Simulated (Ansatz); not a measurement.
One change: `[F][Al]([O][SiH3])[O][SiH3]` becomes `[F][In]([O][SiH3])[O][SiH3]`.

Ansatz, PBE0-D4/def2-TZVP geometries, multiplicity 1. Each molecule was computed in one conformer, which needn't be the lowest.

Elements past krypton have def2 core potentials.

| property | `[F][Al]([O][SiH3])[O][SiH3]` |
| --- | --- |
| LUMO energy (B3LYP/def2-TZVPP) / eV | -1.36 |
| LUMO energy (PBE/def2-TZVPP) / eV | -1.95 |
| HOMO–LUMO gap (B3LYP/def2-TZVPP) / eV | 7.27 |
| HOMO energy (B3LYP/def2-TZVPP) / eV | -8.63 |
| HOMO energy (PBE/def2-TZVPP) / eV | -7.38 |
| HOMO energy (ωB97M-V/def2-TZVPP) / eV | -11.15 |

What does the change do to each property? (Best estimate.)

Ansatz gave: 
```json
{"property": "LUMO energy (B3LYP/def2-TZVPP) / eV", "`[F][In]([O][SiH3])[O][SiH3]`": "-3.13", "shift": "-1.77"}
{"property": "LUMO energy (PBE/def2-TZVPP) / eV", "`[F][In]([O][SiH3])[O][SiH3]`": "-3.73", "shift": "-1.78"}
{"property": "HOMO–LUMO gap (B3LYP/def2-TZVPP) / eV", "`[F][In]([O][SiH3])[O][SiH3]`": "5.42", "shift": "-1.85"}
{"property": "HOMO energy (B3LYP/def2-TZVPP) / eV", "`[F][In]([O][SiH3])[O][SiH3]`": "-8.55", "shift": "0.08"}
{"property": "HOMO energy (PBE/def2-TZVPP) / eV", "`[F][In]([O][SiH3])[O][SiH3]`": "-7.35", "shift": "0.03"}
{"property": "HOMO energy (ωB97M-V/def2-TZVPP) / eV", "`[F][In]([O][SiH3])[O][SiH3]`": "-11.02", "shift": "0.13"}
```

With PBE0 the HOMO rises by 0.09 eV and the LUMO falls by 1.72 eV, so the gap narrows by about 1.81 eV. PBE moves the HOMO by 0.03 eV and ωB97M-V by 0.13 eV.

Positive LUMOs are unbound, so they and the gaps depend on the basis.

B3LYP here is the variant with VWN-RPA as its local correlation; programs differ in this.
